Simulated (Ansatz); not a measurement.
Computed with Ansatz on PBE0-D4/def2-TZVP structures; ΔE is electronic, products minus reactants. CBS: MP2 limit from def2 TZ/QZ plus the TZ coupled-cluster correction, frozen cores. Functionals use def2-TZVPP. For Se outer-core shells are correlated without core-valence functions, which leaves a few kJ/mol of doubt a bond. Scalar relativity is left out up to krypton. One conformer a species, not always the lowest.

`[SiH3][SiH2][SeH]` + `N[SiH2]C[SiH](N)F` → `N[SiH2]C[SeH]` + `N[SiH](F)[SiH2][SiH3]`  (redistribution)

`[SiH3][SiH2][SeH]`:

```xyz
9

Si    0.052    0.638    1.236
Si    0.545   -0.114   -0.921
Se   -0.699   -1.973   -1.398
H     0.794    1.887    1.558
H     0.407   -0.414    2.223
H    -1.408    0.913    1.324
H     0.325    0.958   -1.929
H     1.951   -0.583   -1.028
H    -1.968   -1.310   -1.065
```

`N[SiH2]C[SiH](N)F`:

Z-matrix (Å, degrees):
```
Si
C 1 1.867
N 1 1.738 2 109.2
H 1 1.485 2 111.8 3 -116.7
H 1 1.494 2 108.6 3 124.4
Si 2 1.857 1 115.5 3 59.0
H 2 1.096 1 108.6 3 -63.6
H 2 1.096 1 107.8 3 -178.9
H 3 1.010 1 117.8 2 65.8
H 3 1.009 1 116.7 2 -161.2
N 6 1.694 2 108.8 1 -54.8
F 6 1.610 2 106.2 1 68.8
H 6 1.483 2 114.4 1 -176.7
H 11 1.006 6 122.7 2 -170.3
H 11 1.012 6 118.4 2 37.4
```

`N[SiH2]C[SeH]`:

Cartesian coordinates in Å:
```
N 0.561 1.369 -0.905
Si -0.426 -0.027 -0.771
C -0.681 -0.390 1.046
Se 1.053 -0.712 1.904
H 1.461 1.375 -0.453
H 0.570 1.901 -1.759
H 0.126 -1.281 -1.371
H -1.709 0.281 -1.462
H -1.082 0.490 1.555
H -1.341 -1.235 1.243
H 1.468 -1.771 0.973
```

`N[SiH](F)[SiH2][SiH3]`:

```xyz
13

N    -0.004   -0.877   -2.022
Si   -1.117   -0.901   -0.736
F    -2.657   -0.808   -1.197
Si   -0.654    0.913    0.665
Si    1.490    0.657    1.565
H     0.173   -1.693   -2.585
H     0.228   -0.029   -2.512
H    -0.984   -2.224   -0.075
H    -1.665    1.008    1.754
H    -0.704    2.175   -0.129
H     2.498    0.712    0.473
H     1.794    1.728    2.551
H     1.601   -0.661    2.247
```

| level | ΔE (kJ/mol) |
| --- | --- |
| ωB97X-V | 128.3 |
| MP2/CBS(def2) | 139.7 |

Task: What does CCSD(T)/CBS give? (An estimate is asked.)

Result: Ansatz gave: +131.7 kJ/mol. The listed levels differ from it by -3.4, 8.0 kJ/mol.

Largest T1 diagnostic among the species: 0.013.

From PBE to PBE0 (25 % exact exchange), in def2-TZVPP and without D4, ΔE moves by +7.8 kJ/mol.
